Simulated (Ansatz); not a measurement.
CH₃BOS₂. Total charge 0; spin multiplicity 1. The bonds changed during the relaxation, so this is another structure than the one it started from.

```xyz
8

O    -1.123   -0.801    0.920
C    -0.786    0.162    0.088
B     0.453    0.165   -0.844
S     1.058    1.143    0.698
S     1.783   -0.730    0.131
H    -1.562    0.926    0.034
H     0.558    0.575   -1.953
H    -0.380   -1.439    0.926
```

Problem. Give the diagnostics of a CCSD(T)/def2-TZVPP run (frozen core, Ansatz 0.2.0). (An estimate is asked.)

Solution. Ansatz gave: T1 = 0.0169, largest single amplitude 0.036, largest double 0.046, (T) share of the correlation energy 5.0 %, 11 CCSD cycles. The RHF solution is stable towards an unrestricted one. T1 lies under the customary mark of 0.02 for closed shells.
